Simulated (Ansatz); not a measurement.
C$_{5}$H$_{8}$CuFN$_{2}$ (`Cn1ccn(C)[c+]1[Cu-][F]`) at its PBE0-D4/def2-TZVP geometry, where that method's forces vanish. Charge 0, multiplicity 1.

```xyz
17

C    -2.3698   -0.4261    0.4114
N    -0.9719   -0.5368    0.0660
C    -0.3702   -1.6862   -0.3853
C     0.9298   -1.3842   -0.5897
N     1.0805   -0.0603   -0.2561
C     2.3259    0.6668   -0.3342
C    -0.0883    0.4830    0.1529
Cu   -0.4071    2.2336    0.7083
F    -0.7100    3.8989    1.2362
H    -2.6117   -1.0929    1.2408
H    -2.9944   -0.6745   -0.4481
H    -2.5633    0.6027    0.7106
H    -0.9072   -2.6094   -0.5216
H     1.7462   -1.9928   -0.9398
H     2.6891    0.6911   -1.3630
H     3.0781    0.2023    0.3054
H     2.1444    1.6850    0.0061
```

Question: What forces (eV/Å) does r2SCAN-D4/def2-TZVPP give on these atoms in the Gaussian-basis code of Ansatz? (Estimate.)

Answer: Ansatz gave: 
```
C1  -0.215  0.011  0.050
N2  -0.251 -0.156  0.011
C3  -0.163 -0.308 -0.049
C4   0.258 -0.211 -0.115
N5   0.284 -0.032 -0.073
C6   0.194  0.106 -0.014
C7  -0.171  0.943  0.300
Cu8  0.015 -0.084 -0.027
F9   0.053 -0.292 -0.092
H10  0.004  0.001 -0.013
H11  0.010 -0.004  0.009
H12  0.019  0.002 -0.002
H13 -0.005  0.020  0.007
H14 -0.002  0.020  0.006
H15 -0.003 -0.008  0.011
H16 -0.009 -0.002 -0.011
H17 -0.018 -0.006  0.002
```
